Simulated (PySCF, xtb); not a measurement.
Si(H)2(Me)(NHMe) (C₂H₉NSi), SMILES CN[SiH2]C. One conformer was computed; it need not be the lowest.

Harmonic wavenumbers (cm⁻¹) from GFN2-xTB in xtb at its own minimum, in rising order: 85, 127, 154, 185, 319, 487, 528, 594, 701, 726, 785, 810, 829, 865, 1066, 1111, 1162, 1371, 1375, 1422, 1489, 1495, 1502, 1506, 2130, 2242, 2899, 2966, 3032, 3037, 3042, 3049, 3442.

Question: What does PySCF 2.14.0 with PBE-D3(BJ)/def2-SVP give at its own minimum? (Estimate from the structure and the level; the computed values follow.)

Answer: 80, 121, 153, 197, 294, 441, 487, 649, 687, 719, 766, 845, 904, 927, 1062, 1101, 1135, 1214, 1346, 1379, 1386, 1401, 1417, 1445, 2083, 2158, 2894, 2975, 2981, 3033, 3071, 3084, 3512. Paired by order, the mean absolute difference is 41 cm⁻¹ and the zero-point energies are 66.5 and 65.7 kcal/mol.
